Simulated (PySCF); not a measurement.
**Substituent effects on chemical shifts**

Parent skeleton `[CH:1]#[C:2][CH:3]=[CH:4][CH:5]=[CH:6][CH3:7]`; one hydrogen on atom 1 is replaced by X. Hydrogens on one atom are averaged.

Theory: shieldings: GIAO PBE0/pcSseg-1, structure optimised with GFN2-xTB, in PySCF (a single conformation, no solvent, fast rotation and ring inversion assumed for equivalent nuclei, relativity neglected).

Scale: ¹³C (σref 186.93), ¹H (σref 31.72) against TMS (reference shieldings calculated alike).

Question: Give δ (ppm) for X = cPr, CH2Cl, COO-, COOH, CH2NH2.

Answer: 
```
     X                  SMILES     C1    C2     C3     C4     C5     C6    C7  H(C3)  H(C4)
   cPr      C/C=C\C=C/C#CC1CC1  115.3  80.8  116.5  138.9  134.0  136.9  17.2   5.74   6.77
 CH2Cl        C/C=C\C=C\C#CCCl   97.8  96.8  116.4  145.1  135.6  139.5  17.4   5.77   7.21
  COO-  C/C=C/C=C/C#CC(=O)[O-]  125.5  81.1  128.5  134.5  143.3  120.3  22.7   5.90   6.20
  COOH     C/C=C/C=C/C#CC(=O)O   92.3  95.5  112.3  160.5  138.4  149.5  23.4   5.78   7.19
CH2NH2         C/C=C\C=C\C#CCN  105.2  90.5  118.3  145.4  136.0  137.9  17.4   5.78   7.24
```

Question: Which position responds most, and to which substituents?

Answer: C1: from 92.3 ppm with COOH to 125.5 ppm with COO-.
